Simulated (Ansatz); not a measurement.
Consider the formal exchange of groups at a B–C bond: `CB(F)C(N)F` + `BC=C` → `C=CBB(C)F` + `NCF`.

Gas-phase electronic energies from Ansatz, PBE0-D4/def2-TZVP geometries. CBS: MP2 limit from def2 TZ/QZ plus the TZ coupled-cluster correction, frozen cores. Functionals use def2-TZVPP. B3LYP here is the variant with VWN-RPA as its local correlation; programs differ in this. One conformer a species, not always the lowest.

`CB(F)C(N)F`:

Cartesian coordinates in Å:
```
C -0.276 0.495 -1.622
B 0.712 0.378 -0.427
F 1.844 1.065 -0.439
C 0.436 -0.558 0.832
N -0.884 -0.455 1.323
F 1.410 -0.347 1.832
H 0.223 0.758 -2.556
H -0.982 1.306 -1.395
H -0.885 -0.400 -1.756
H 0.592 -1.598 0.504
H -1.077 -1.118 2.061
H -1.114 0.475 1.644
```

`BC=C`:

```xyz
8

B     1.177    0.394    0.331
C    -0.354    0.296    0.308
C    -0.968   -0.568   -0.512
H     1.810   -0.317   -0.396
H     1.753    1.157    1.052
H    -0.978    0.918    0.947
H    -0.390   -1.211   -1.170
H    -2.049   -0.670   -0.561
```

`C=CBB(C)F`:

```xyz
13

C    -1.594   -2.170   -0.609
C    -0.547   -1.491   -0.123
B    -0.191   -0.092   -0.666
B     1.095    0.866   -0.134
C     0.992    1.944    0.999
F     2.290    0.749   -0.734
H    -1.863   -3.165   -0.262
H    -2.220   -1.740   -1.385
H     0.045   -1.974    0.654
H    -0.934    0.340   -1.511
H     1.908    1.990    1.596
H     0.885    2.924    0.514
H     0.134    1.820    1.661
```

`NCF`:

```xyz
7

N    -0.736    0.214    0.459
C     0.519    0.093   -0.155
F     0.636   -1.036   -0.985
H    -1.488    0.330   -0.205
H    -0.944   -0.556    1.079
H     0.712    0.958   -0.793
H     1.302   -0.003    0.600
```

| level | ΔE (kJ/mol) | difference from CCSD(T)/CBS |
| --- | --- | --- |
| PBE-D4 | 6.1 | -5.8 |
| r2SCAN-D4 | 12.2 | 0.3 |
| PBE0-D4 | 8.4 | -3.5 |
| B3LYP-D4 | 11.4 | -0.5 |
| ωB97X-V | 13.0 | 1.1 |
| ωB97M-V | 17.1 | 5.2 |
| B2PLYP | 11.2 | -0.7 |
| PBE | 4.3 | -7.6 |
| r2SCAN | 11.9 | 0.0 |
| PBE0 | 7.0 | -4.9 |
| B3LYP | 8.5 | -3.4 |
| HF/def2-TZVPP | 13.5 | 1.6 |
| MP2/def2-TZVPP | 14.3 | 2.4 |
| SCS-MP2/def2-TZVPP | 13.5 | 1.6 |
| CCSD/def2-TZVPP | 12.2 | 0.3 |
| CCSD(T)/def2-TZVPP | 12.3 | 0.4 |
| HF/def2-QZVPP | 13.4 | 1.5 |
| MP2/def2-QZVPP | 14.0 | 2.1 |
| SCS-MP2/def2-QZVPP | 13.2 | 1.3 |
| HF/CBS(def2) | 13.4 | 1.5 |
| MP2/CBS(def2) | 13.8 | 1.9 |
| CCSD/CBS(def2) | 11.8 | -0.1 |
| CCSD(T)/CBS | 11.9 | 0 |

Largest T1 diagnostic among the species: 0.012.
